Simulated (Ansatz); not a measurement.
A nudged elastic band was laid between two geometries of CH4FMgN (8 atoms, charge 0, multiplicity 1).

The calculation used RKS B3LYP-D4/cc-pVDZ in Ansatz.

```yaml
movable_images: 5
climbing_image: yes
spring: 5.0 eV/Å²
optimiser: quadratic models (default)
start_path: through a guess of the saddle point
force_threshold: 0.03 eV/Å
iteration_limit: 60
end_points: relaxed
```

Initial state:

```xyz
8
Properties=species:S:1:pos:R:3
C -0.228 1.085 0.263
N -0.332 -0.369 0.282
Mg 0.644 -1.676 -0.671
F 1.542 -2.910 -1.549
H -1.161 1.589 -0.067
H 0.038 1.521 1.248
H 0.561 1.408 -0.440
H -1.064 -0.649 0.934
```

Final state:

```xyz
8
Properties=species:S:1:pos:R:3
C -0.295 1.076 0.228
N 0.033 -0.323 0.471
Mg 0.504 -1.695 -0.740
F 0.944 -2.982 -1.858
H -0.240 1.305 -0.852
H -1.322 1.350 0.550
H 0.396 1.785 0.730
H -0.021 -0.516 1.471
```

**Question.** Which bonds break or form, and what moves?

**Answer.** No bond is made or broken. The dihedral H6–C1–N2–Mg3 goes from -119 to 119°. The two ends are copies of one structure, up to a mirror image or an exchange of like atoms.

**Question.** What energy profile does the band end with?

**Answer.** The forces met the threshold. The highest image is number 4 of 0 to 6, 0.075 eV above the ends, which have the same energy within 2 meV. A vibrational analysis at the climbing image gives one clearly imaginary mode, 267i cm⁻¹: a first-order saddle point.

| image | path coordinate (Å) | energy (eV) | dihedral H6–C1–N2–Mg3 (°) |
| --- | --- | --- | --- |
| 0 | 0.00 | 0.000 | -119 |
| 1 | 0.37 | 0.008 | -137 |
| 2 | 0.74 | 0.029 | -154 |
| 3 | 1.11 | 0.059 | -169 |
| 4 | 1.49 | 0.075 | -180 |
| 5 | 2.22 | 0.029 | 154 |
| 6 | 2.96 | 0.000 | 119 |

**Question.** What is the geometry of the highest image?

**Answer.** 
```xyz
8
Properties=species:S:1:pos:R:3
C -0.299 1.088 0.223
N -0.143 -0.358 0.384
Mg 0.657 -1.675 -0.714
F 1.390 -2.930 -1.708
H -0.886 1.366 -0.676
H -0.827 1.537 1.082
H 0.669 1.625 0.145
H -0.560 -0.653 1.264
```

**Question.** What are the harmonic wavenumbers there?

**Answer.** 267i, 93, 134, 211, 247, 510, 824, 1072, 1118, 1124, 1353, 1449, 1462, 1491, 2953, 2978, 3055, 3537 cm⁻¹.

The run took 4.2 min on 1 thread of Arm Neoverse V1, on a shared host, peak memory 0.15 GiB.
